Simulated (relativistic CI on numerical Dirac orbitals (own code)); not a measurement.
# The spin-orbit constant of F IV from its measured fine structure

Problem. The ground term 3P of F IV (2s2.2p2) has the measured levels J = 0: 0.0, J = 1: 225.2, J = 2: 613.4 cm⁻¹ (Moore, Atomic Energy Levels, vol. I, NSRDS-NBS 35 (1971 reprint of NBS Circular 467, 1949)). Test the interval rule and estimate ζ(2p).

Working.
1. In LS coupling E(J) − E(J − 1) = AJ. The intervals give A = 225.2 (J = 1), 194.1 (J = 2) cm⁻¹.
2. These values spread by 15 % of their mean, from second-order spin-orbit mixing with other terms and from spin-spin terms.
3. The whole width divided by the sum of the upper J values gives a mean A = 204.5 cm⁻¹.
4. For the Hund term of a shell that is less than half full, A = +ζ/2S with 2S = 2, so ζ = 409 cm⁻¹.

Check. The value calculated from Dirac-Coulomb-Breit radial functions of this configuration is ζ = 433 cm⁻¹, 6 % above the estimate from measurement. The same recipe applied to the calculated levels returns 404 cm⁻¹, which shows the bias of the recipe itself. Where the interval rule fails, the estimate is only rough.
